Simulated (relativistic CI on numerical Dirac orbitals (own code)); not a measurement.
# Pd4+ (4d6) in a crystal field

Calculated by Dirac-Coulomb-Breit CI, orbitals from a KLI potential per configuration, a model potential for QED, valence Slater integrals scaled by 0.65, one configuration in a parametric crystal field (own radial code).

Field parameters in Wybourne normalisation: D4h B²₀ = −7Ds, B⁴₀ = 21(Dq − Dt), B⁴₄ = 21√(5/14) Dq. The field is a parameter set, without covalency.

S and J are read from ⟨S²⟩ = S(S + 1) and ⟨J²⟩ = J(J + 1) of each level; they are not fictitious spins.

D4h, 10Dq = 33550, Ds = -1500, Dt = 220 cm⁻¹, the lowest 10 levels:

| E (cm⁻¹) | Degeneracy | Irrep | S | J |
| --- | --- | --- | --- | --- |
| 0.0 | 1 | A1 | 0.05 | 4.52 |
| 21769 | 1 | A1 | 1.02 | 4.27 |
| 21989 | 1 | A2 | 1.02 | 4.15 |
| 22547 | 2 | E | 1.01 | 3.97 |
| 23156 | 1 | B2 | 1.01 | 3.83 |
| 23178 | 1 | B1 | 1.00 | 3.92 |
| 25776 | 2 | E | 0.98 | 4.01 |
| 26401 | 1 | A1 | 1.02 | 3.83 |
| 27383 | 1 | B1 | 1.01 | 4.08 |
| 27386 | 2 | E | 0.93 | 3.98 |

D4h, 10Dq = 33550, Ds = 3000, Dt = 220 cm⁻¹, the lowest 16 levels:

| E (cm⁻¹) | Degeneracy | Irrep | S | J |
| --- | --- | --- | --- | --- |
| 0.0 | 1 | A1 | 0.05 | 4.52 |
| 17446 | 1 | B1 | 1.01 | 4.24 |
| 17708 | 2 | E | 1.00 | 4.05 |
| 20591 | 1 | B2 | 1.00 | 4.06 |
| 21499 | 1 | B1 | 1.00 | 3.84 |
| 21971 | 2 | E | 1.01 | 3.78 |
| 22787 | 1 | A2 | 1.02 | 3.67 |
| 22878 | 1 | A1 | 1.00 | 3.79 |
| 25857 | 2 | E | 1.03 | 3.92 |
| 25903 | 1 | A1 | 1.03 | 3.99 |
| 28451 | 2 | E | 0.10 | 5.03 |
| 28944 | 1 | B2 | 0.08 | 3.64 |
| 31330 | 1 | A2 | 0.20 | 5.11 |
| 36351 | 1 | A1 | 1.05 | 4.11 |
| 36596 | 1 | A2 | 1.02 | 4.30 |
| 37146 | 2 | E | 1.60 | 3.81 |

D4h, 10Dq = 33550, Ds = 2590, Dt = 220 cm⁻¹, the lowest 16 levels:

```csv
E (cm⁻¹),Degeneracy,Irrep,S,J
0.0,1,A1,0.05,4.52
18751,1,B1,1.01,4.30
19138,2,E,1.00,4.10
20990,1,B2,1.00,4.06
22155,1,B1,1.00,3.78
22485,2,E,1.01,3.73
23153,1,A2,1.02,3.67
23233,1,A1,1.00,3.79
25835,2,E,1.03,3.93
25879,1,A1,1.03,4.00
28760,2,E,0.10,5.04
30502,1,B2,0.07,3.64
31194,1,A2,0.27,5.05
35275,1,A1,1.05,4.10
35641,1,A2,0.96,4.36
36229,2,E,1.06,3.92
```

The free-ion ground term has S = 2. The field overcomes the spin-pairing energy for D4h, 10Dq = 33550, Ds = -1500, Dt = 220 cm⁻¹; D4h, 10Dq = 33550, Ds = 3000, Dt = 220 cm⁻¹; D4h, 10Dq = 33550, Ds = 2590, Dt = 220 cm⁻¹, where the ground state has lower spin; these fields are assumed values.

Levels of this model without a field, named by their leading LS term (the scale mimics covalency, so terms lie below those of the real free ion): 5D_4 0, 5D_3 2095, 5D_2 3019, 5D_1 3782, 5D_0 4107, 3H_4 14007, 3H_6 14694, 3H_5 15025 cm⁻¹.
